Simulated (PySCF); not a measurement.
Labels have come off several samples. The candidates:

A. SMILES COC/C=C\F
B. SMILES FC12CCC(CC1)CC2
C. `P[SiH](O[SiH](C)C)P`
D. SMILES C1[C@@]2(F)CCC[C@@H](C1)C2

Spectrum 1. 13C{1H} NMR (computed): δ 160.2 (CH, d, J = 328.6 Hz), 118.7 (CH), 68.0 (CH2, d, J = 6.1 Hz), 59.0 (CH3).

Spectrum 2. 13C{1H} NMR (computed): δ 103.0 (C), 46.3 (CH2), 41.1 (CH2), 38.1 (CH), 36.2 (CH2), 35.2 (CH2), 29.3 (CH2), 23.3 (CH2).

Spectrum 3. 13C{1H} NMR (computed): δ 94.3 (C), 34.4 (CH2), 30.1 (CH2), 27.4 (CH).

Spectrum 4. 13C{1H} NMR (computed): δ 2.3 (CH3).

Non-relativistic Hamiltonian, one computed conformer, no solvent model, rapidly exchanging positions averaged. Geometry: GFN2-xTB; spin–spin couplings from B3LYP/pcJ-1 (spin–dipole term left out of most H,H and C,H couplings); NMR shieldings at PBE0/pcSseg-1/GIAO; PySCF 2.14.

Scale: TMS for 13C (σ = 186.93 ppm) (reference shieldings calculated alike). Splittings of carbon signals by F and P are missing where no couplings were computed. One-bond C–F couplings are unscaled and too large by tens of Hz. Shifts are as computed. Against solution values, carbons near 30 ppm lie about +3 ppm off and those near 130 ppm about +5 ppm. Of 1211 compounds with measured shifts, 218 miss one by over three times the rms of a fit or turn the order of signals round; such compounds aren't used in these exercises.

**Question.** Match each spectrum to its structure.

**Answer.** 1–A, 2–D, 3–B, 4–C.

- Spectrum 1 (A): 4 13C signals; δC 160.2 is an alkene CH; δC 118.7 is an alkene CH.
- Spectrum 2 (D): 8 13C signals; δC 103.0 is a fully substituted sp3 carbon bonded to F; δC 46.3 is an sp3 CH2 in a ring.
- Spectrum 3 (B): 4 13C signals; δC 94.3 is a fully substituted sp3 carbon bonded to F; δC 34.4 is an sp3 CH2 in a ring.
- Spectrum 4 (C): a single 13C signal, at 2.3 ppm (methyl carbon bonded to Si).
